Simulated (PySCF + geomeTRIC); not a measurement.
These are TPSS-D3(BJ)/def2-SVP (PySCF + geomeTRIC) values and carry that method's errors. fastk is a local helper that only speeds up exchange builds. No frequencies were computed at this level.

```python
import json, numpy as np
from pyscf import gto, dft
from fastk import lowrank_exchange
atoms = """
W     -0.049676    -0.000996     0.003123
F     -1.274767    -1.395843    -0.166626
F      0.446534    -0.754006     1.658642
F     -0.772478     0.709906    -1.586225
F     -1.386855     0.918201     0.920782
O      1.181870    -1.000736    -0.909822
H      1.738729    -1.618392    -1.396428
O      1.063425     1.434010     0.231001
H      1.552621     2.244257     0.411024
"""
def scf(charge, spin, dm0=None):
    mol = gto.M(atom=atoms, basis='def2-svp', ecp={'W': 'def2-svp'}, charge=charge, spin=spin, verbose=3, max_memory=10080)
    mf = dft.KS(mol, xc='tpss').density_fit(auxbasis="def2-universal-jkfit")
    mf.disp = 'd3bj'
    mf.grids.level = 3
    mf.conv_tol = 1e-8
    mf.max_cycle = 120
    mf.level_shift = 0.25
    mf.kernel(dm0)
    if not mf.converged:
        mf = mf.newton().run(mf.mo_coeff, mf.mo_occ).undo_soscf()
    return mf
mf = scf(0, 0)
from pyscf.geomopt.geometric_solver import kernel as optimize
path = []
done, mol = optimize(mf, maxsteps=120, assert_convergence=False, callback=lambda env: path.append((env["energy"], bool(env["g_scanner"].converged))))
res = dict(converged=bool(done and path[-1][1]), energy=path[-1][0], path=[e for e, c in path], xyz=mol.atom_coords(unit="Angstrom").tolist(), nao=mol.nao)
json.dump(res, open("result.json", "w"))
```

Output:

```
converged SCF energy = -618.027870349965
Geometry optimization cycle 1
converged SCF energy = -618.027870349273
cycle 1: E = -618.027870349  dE = -618.028  norm(grad) = 0.0299957
Geometry optimization cycle 2
converged SCF energy = -618.027236507393
cycle 2: E = -618.027236507  dE = 0.000633842  norm(grad) = 0.0224051
Geometry optimization cycle 3
converged SCF energy = -618.028603275868
cycle 3: E = -618.028603276  dE = -0.00136677  norm(grad) = 0.0169556
Geometry optimization cycle 4
converged SCF energy = -618.028344828212
cycle 4: E = -618.028344828  dE = 0.000258448  norm(grad) = 0.0273422
Geometry optimization cycle 5
converged SCF energy = -618.029132399227
cycle 5: E = -618.029132399  dE = -0.000787571  norm(grad) = 0.0113435
Geometry optimization cycle 6
converged SCF energy = -618.029093194604
cycle 6: E = -618.029093195  dE = 3.92046e-05  norm(grad) = 0.00897517
Geometry optimization cycle 7
converged SCF energy = -618.029352356214
cycle 7: E = -618.029352356  dE = -0.000259162  norm(grad) = 0.00561667
Geometry optimization cycle 8
converged SCF energy = -618.029544884604
cycle 8: E = -618.029544885  dE = -0.000192528  norm(grad) = 0.00436539
Geometry optimization cycle 9
converged SCF energy = -618.029781828044
cycle 9: E = -618.029781828  dE = -0.000236943  norm(grad) = 0.00499697
Geometry optimization cycle 10
converged SCF energy = -618.030124575049
cycle 10: E = -618.030124575  dE = -0.000342747  norm(grad) = 0.00641486
Geometry optimization cycle 11
converged SCF energy = -618.03057911526
cycle 11: E = -618.030579115  dE = -0.00045454  norm(grad) = 0.00580043
Geometry optimization cycle 12
converged SCF energy = -618.030852953247
cycle 12: E = -618.030852953  dE = -0.000273838  norm(grad) = 0.00183846
Geometry optimization cycle 13
converged SCF energy = -618.030876969129
cycle 13: E = -618.030876969  dE = -2.40159e-05  norm(grad) = 0.000932418
Geometry optimization cycle 14
converged SCF energy = -618.030879473012
cycle 14: E = -618.030879473  dE = -2.50388e-06  norm(grad) = 0.000394338
Geometry optimization cycle 15
converged SCF energy = -618.030879284349
cycle 15: E = -618.030879284  dE = 1.88663e-07  norm(grad) = 0.000587468
Geometry optimization cycle 16
converged SCF energy = -618.030877561798
cycle 16: E = -618.030877562  dE = 1.72255e-06  norm(grad) = 0.00116319
Geometry optimization cycle 17
converged SCF energy = -618.03087913884
cycle 17: E = -618.030879139  dE = -1.57704e-06  norm(grad) = 0.00085373
Geometry optimization cycle 18
converged SCF energy = -618.030880503742
cycle 18: E = -618.030880504  dE = -1.3649e-06  norm(grad) = 0.000436648
Geometry optimization cycle 19
converged SCF energy = -618.030881230348
cycle 19: E = -618.03088123  dE = -7.26606e-07  norm(grad) = 0.00024962
<class 'geometric.internal.Distance'> : 8
<class 'geometric.internal.Angle'> : 3
<class 'geometric.internal.LinearAngle'> : 10
<class 'geometric.internal.OutOfPlane'> : 12
<class 'geometric.internal.TranslationX'> : 1
<class 'geometric.internal.TranslationY'> : 1
<class 'geometric.internal.TranslationZ'> : 1
<class 'geometric.internal.RotationA'> : 1
<class 'geometric.internal.RotationB'> : 1
<class 'geometric.internal.RotationC'> : 1
Step    0 : Gradient = 9.999e-03/1.625e-02 (rms/max) Energy = -618.0278703493
Step    1 : Displace = 5.461e-02/9.548e-02 (rms/max) Trust = 1.000e-01 (=) Grad = 7.468e-03/1.157e-02 (rms/max) E (change) = -618.0272365074 (+6.338e-04) Quality = -0.280
Step    2 : Displace = 2.887e-02/4.430e-02 (rms/max) Trust = 2.731e-02 (-) Grad = 5.652e-03/9.737e-03 (rms/max) E (change) = -618.0286032759 (-1.367e-03) Quality = 0.869
Step    3 : Displace = 3.162e-02/4.254e-02 (rms/max) Trust = 3.862e-02 (+) Grad = 9.114e-03/1.503e-02 (rms/max) E (change) = -618.0283448282 (+2.584e-04) Quality = -0.235
Step    4 : Displace = 1.687e-02/2.553e-02 (rms/max) Trust = 1.581e-02 (-) Grad = 3.781e-03/6.243e-03 (rms/max) E (change) = -618.0291323992 (-7.876e-04) Quality = 0.907
Step    5 : Displace = 2.322e-02/3.920e-02 (rms/max) Trust = 2.236e-02 (+) Grad = 2.992e-03/4.341e-03 (rms/max) E (change) = -618.0290931946 (+3.920e-05) Quality = -0.083
Step    6 : Displace = 1.143e-02/2.243e-02 (rms/max) Trust = 1.118e-02 (-) Grad = 1.872e-03/3.139e-03 (rms/max) E (change) = -618.0293523562 (-2.592e-04) Quality = 1.018
Step    7 : Displace = 1.410e-02/2.454e-02 (rms/max) Trust = 1.581e-02 (+) Grad = 1.455e-03/2.552e-03 (rms/max) E (change) = -618.0295448846 (-1.925e-04) Quality = 1.579
Step    8 : Displace = 2.238e-02/4.144e-02 (rms/max) Trust = 2.236e-02 (+) Grad = 1.666e-03/2.667e-03 (rms/max) E (change) = -618.0297818280 (-2.369e-04) Quality = 1.009
Step    9 : Displace = 3.184e-02/5.987e-02 (rms/max) Trust = 3.162e-02 (+) Grad = 2.138e-03/3.398e-03 (rms/max) E (change) = -618.0301245750 (-3.427e-04) Quality = 0.910
Step   10 : Displace = 4.477e-02/8.673e-02 (rms/max) Trust = 4.471e-02 (+) Grad = 1.933e-03/3.025e-03 (rms/max) E (change) = -618.0305791153 (-4.545e-04) Quality = 1.083
Step   11 : Displace = 6.332e-02/1.215e-01 (rms/max) Trust = 6.324e-02 (+) Grad = 6.128e-04/8.856e-04 (rms/max) E (change) = -618.0308529532 (-2.738e-04) Quality = 0.721
Step   12 : Displace = 1.476e-02/2.754e-02 (rms/max) Trust = 6.324e-02 (=) Grad = 3.108e-04/7.555e-04 (rms/max) E (change) = -618.0308769691 (-2.402e-05) Quality = 0.890
Step   13 : Displace = 2.089e-03/4.114e-03 (rms/max) Trust = 8.943e-02 (+) Grad = 1.314e-04/2.484e-04 (rms/max) E (change) = -618.0308794730 (-2.504e-06) Quality = 0.869
Step   14 : Displace = 3.401e-03/6.768e-03 (rms/max) Trust = 1.265e-01 (+) Grad = 1.958e-04/4.902e-04 (rms/max) E (change) = -618.0308792843 (+1.887e-07) Quality = -0.035
Step   15 : Displace = 1.681e-03/2.361e-03 (rms/max) Trust = 1.701e-03 (-) Grad = 3.877e-04/1.011e-03 (rms/max) E (change) = -618.0308775618 (+1.723e-06) Quality = -0.374
Step   16 : Displace = 8.456e-04/1.702e-03 (rms/max) Trust = 8.405e-04 (-) Grad = 2.846e-04/7.444e-04 (rms/max) E (change) = -618.0308791388 (-1.577e-06) Quality = 0.592
Step   17 : Displace = 8.375e-04/1.374e-03 (rms/max) Trust = 8.405e-04 (=) Grad = 1.455e-04/3.475e-04 (rms/max) E (change) = -618.0308805037 (-1.365e-06) Quality = 0.512
Step   18 : Displace = 8.399e-04/1.637e-03 (rms/max) Trust = 8.405e-04 (=) Grad = 8.321e-05/1.587e-04 (rms/max) E (change) = -618.0308812303 (-7.266e-07) Quality = 0.278
Converged! =D
```

Cost: around 11 core-minutes (rough).
